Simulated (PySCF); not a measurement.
Isomers of C2H4S3. Gas-phase values, no solvent. One relaxed conformer stands for each flexible species; it need not be the lowest. Strings in code marks are SMILES.

The HOMO–LUMO gap from two functionals at the same geometries (PBE0-D3(BJ)/def2-TZVP), both in PySCF: PBE-D3(BJ)/def2-TZVP and PBE0-D3(BJ)/def2-TZVP. 

```csv
species,PBE0-D3(BJ)/def2-TZVP (eV)
`SC(=C)SS`,5.89
`S(CC=S)S`,4.18
`S=C(S)CS`,4.35
`C(=C\SS)/S`,5.38
`SC1SCS1` (H–S–C–S torsion 94°),5.53
`SC=C(S)S`,5.60
```

What does PBE-D3(BJ)/def2-TZVP give for each?


- `SC(=C)SS`: 3.82
- `S(CC=S)S`: 2.07
- `S=C(S)CS`: 2.34
- `C(=C\SS)/S`: 3.38
- `SC1SCS1` (H–S–C–S torsion 94°): 3.33
- `SC=C(S)S`: 3.65
Over these rows, drawn at random from the members with no instability flagged (it was tested for open shells, ions and some series alone), PBE minus PBE0-D3(BJ): mean -2.06 eV, from -2.20 eV to -1.95 eV.
